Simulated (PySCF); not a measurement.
Compound: CH3GeN.
Structure used (PBE0-D3(BJ)/def2-SVP), in Å, numbered top down from 1:
```
atom  x, y, z in Å
N1     2.4682    0.2057    0.0261
C2     1.3132    0.1086    0.0096
Ge3   -0.6048   -0.0567   -0.0159
H4    -1.1567    1.2101   -0.6741
H5    -0.9340   -1.3106   -0.8299
H6    -1.0616   -0.1874    1.4392
```

Jobs on this species (6 atoms, 48 electrons) with PySCF (density fitting). Hardware of each: one thread, Arm Neoverse V1 (aarch64), shared host. Other jobs ran on the host; a repeat could differ by tens of per cent or more. Peak memory is the resident size of the whole Python process, interpreter and libraries included.

```tsv
level and settings	work	basis functions	SCF cycles	wall time	peak memory
delta-SCF UKS SCAN, pcX-2 on the ionised atom, pcseg-1 elsewhere, non-relativistic	ΔSCF core ionisation, 2 holes	101	?	?	?
delta-SCF UKS SCAN, pcX-2 on the ionised atom, pcseg-1 elsewhere, spin-free X2C	ΔSCF core ionisation, 2 holes	101	?	?	?
delta-SCF UKS PBE, pcX-2 on the ionised atom, pcseg-1 elsewhere, spin-free X2C	ΔSCF core ionisation, 2 holes	101	?	?	?
PBE0-D3(BJ)/def2-SVP, grid level 1	geometry optimisation from a GFN2-xTB start shaken at random	75	48	12 s	0.32 GiB
delta-SCF UKS PBE0, pcX-2 on the ionised atom, pcseg-1 elsewhere, spin-free X2C	ΔSCF core ionisation, 2 holes	101	32	5.3 s	0.39 GiB
delta-SCF UKS SCAN, pcX-1 on the ionised atom, pcseg-1 elsewhere, spin-free X2C	ΔSCF core ionisation, 2 holes	80	35	3.5 s	0.39 GiB
delta-SCF UKS SCAN, def2-TZVP on the ionised atom, pcseg-1 elsewhere, spin-free X2C	ΔSCF core ionisation, 2 holes	87	34	4.0 s	0.39 GiB
delta-SCF UKS B3LYP, pcX-2 on the ionised atom, pcseg-1 elsewhere, spin-free X2C	ΔSCF core ionisation, 2 holes	101	31	5.3 s	0.39 GiB
delta-SCF UKS HF, pcX-2 on the ionised atom, pcseg-1 elsewhere, spin-free X2C	ΔSCF core ionisation, 2 holes	101	35	3.4 s	0.39 GiB
```

Problem. Fill in the missing figures.

Solution. 
- delta-SCF UKS SCAN, pcX-2 on the ionised atom, pcseg-1 elsewhere, non-relativistic; ΔSCF core ionisation, 2 holes: 4.2 s, 0.39 GiB, 34 SCF cycles
- delta-SCF UKS SCAN, pcX-2 on the ionised atom, pcseg-1 elsewhere, spin-free X2C; ΔSCF core ionisation, 2 holes: 4.4 s, 0.33 GiB, 34 SCF cycles
- delta-SCF UKS PBE, pcX-2 on the ionised atom, pcseg-1 elsewhere, spin-free X2C; ΔSCF core ionisation, 2 holes: 2.9 s, 0.39 GiB, 32 SCF cycles

Problem. What do all jobs in the table cost together?

Solution. About 45 s; the longest takes about 27 % of that, and about 4.1 times as long as the shortest.
